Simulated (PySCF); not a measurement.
A GIAO shielding run with PySCF (density fitting, non-relativistic, gas phase) on SMILES CCC(=O)O[Si@H]([SiH3])C[SiH3], C$_{4}$H$_{14}$O$_{2}$Si$_{3}$:

```
$ OMP_NUM_THREADS=1 python probes_run.py task.json out

{"job": {"kind": "nmr", "xc": "PBE0", "basis": "pcSseg-1"}, "charge": 0, "multiplicity": 1}
C     -4.060554     0.037590     0.155183
C     -2.784718    -0.161253     0.960047
C     -1.549931     0.258828     0.195502
O     -1.575372     0.729955    -0.916733
O     -0.441965     0.059865     0.866519
Si     1.099348     0.466515     0.281570
Si     0.852559     1.231707    -1.877870
C      2.080621    -1.137855     0.549181
Si     3.950169    -0.901942     0.348772
H     -4.927413    -0.249103     0.744968
H     -4.161033     1.079188    -0.138032
H     -4.034219    -0.564593    -0.749273
H     -2.809402     0.422577     1.883559
H     -2.656822    -1.208294     1.245192
H      1.464211     1.414636     1.346584
H      0.132493     2.498548    -1.981946
H      2.209984     1.507436    -2.398363
H      0.287436     0.241293    -2.795313
H      1.873447    -1.533714     1.544215
H      1.745376    -1.900793    -0.155480
H      4.634745    -2.170283     0.623300
H      4.243792    -0.469670    -1.017533
H      4.422497     0.108041     1.296030
```

Hardware: 1 thread of an Arm Neoverse V1, shared host. The job also computes population analyses, field gradients.

Q: How large is the calculation?

A: 96 electrons, 244 basis functions and 1337 auxiliary functions.

Q: How long does it take, and how much memory does it need?

A: 100 s of wall time, with 14 SCF cycles and 5 response iterations; peak memory 1.1 GiB. Times on a shared host scatter by some tens of per cent.
